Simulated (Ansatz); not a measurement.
Input for Ansatz (a quantum-chemistry and plane-wave program): U-CCSD(T)/def2-TZVPP on CdH3N (SMILES [NH2][CdH]), a point of a bond scan (R = 2.236 Å). Elements past Kr take the def2 small-core potentials; no spin–orbit coupling.

Ansatz 0.2 input:
```yaml
crystal:
  periodic: [false, false, false]
  atoms:
    - {symbol: Cd, position_ang: [-0.19315055, -0.04077904, -0.22746535]}
    - {symbol: H, position_ang: [-1.56492242, -0.30480363, -1.97291789]}
    - {symbol: N, position_ang: [1.16167798, 0.26842501, 1.25041043]}
    - {symbol: H, position_ang: [1.49906634, -0.57553431, 1.69861765]}
    - {symbol: H, position_ang: [0.84969212, 0.89030603, 1.98723929]}
basis:
  gaussian:
    orbitals: def2-TZVPP
correlation: {method: ccsd_t, electrons: outside_noble_gas}
scf: {omitted_lower_state_checks: [cluster_reference]}
magnetization: {spin_polarized: true, initial_magnetization: 0}
```

Program output:

```
WARN ansatz: RAYON_NUM_THREADS=1 ignored (pool sized by the plan → 1); use --threads N
Functional definition: HF
these checks for a lower state are left out or cut short: cluster_reference
integrals: 0.37 GiB planned
811 factors; integrals over basis functions are off by at most 1.2e-3 eV
mean field: 0.34 GiB planned
mean field evaluation 1: about -6065.3691 eV, gradient 2.7e1 eV
mean field evaluation 2: about -6065.3700 eV, gradient 2.7e1 eV
mean field evaluation 4: about -6068.6501 eV, gradient 2.0e0 eV
mean field evaluation 8: about -6068.6881 eV, gradient 2.1e-4 eV
mean field evaluation 16: about -6068.6778 eV, gradient 2.2e-1 eV
mean field -6068.68805785 eV, -223.0201726214 hartree, gradient 8.7e-6 eV, S^2 0.000000; 2 other end points of the search recorded, 0 dependent functions left out
5 core orbitals not correlated
reference -6068.68805785 eV, -223.0201726214 hartree; 10, 10 occupied and 114, 114 virtual orbitals, 811 factors
second order -18.43461807 eV of doubles, -0.00000000 eV of singles
coupled cluster: 1.02 GiB planned
cycle   1  -17.51458961 eV  change    9.2e-1 eV  update   1.0e-1
cycle   2  -17.93768619 eV  change   -4.2e-1 eV  update   3.6e-2
cycle   3  -18.05874096 eV  change   -1.2e-1 eV  update   2.4e-2
cycle   4  -18.04108097 eV  change    1.8e-2 eV  update   8.1e-3
cycle   5  -18.03314146 eV  change    7.9e-3 eV  update   3.3e-3
cycle   6  -18.03520110 eV  change   -2.1e-3 eV  update   1.3e-3
cycle   7  -18.03506358 eV  change    1.4e-4 eV  update   5.1e-4
cycle   8  -18.03483874 eV  change    2.2e-4 eV  update   2.1e-4
cycle   9  -18.03496352 eV  change   -1.2e-4 eV  update   1.2e-4
cycle  10  -18.03498361 eV  change   -2.0e-5 eV  update   4.2e-5
cycle  11  -18.03496222 eV  change    2.1e-5 eV  update   1.6e-5
coupled cluster: 1.03 GiB planned
perturbative correction -0.66558050 eV, -0.0244596321 hartree
Total energy: -6087.38860057 eV, -223.7074048906 hartree
Checks for a lower state left out: cluster_reference
```

The run converged.

Cost: about 30 core-seconds (a rough figure).
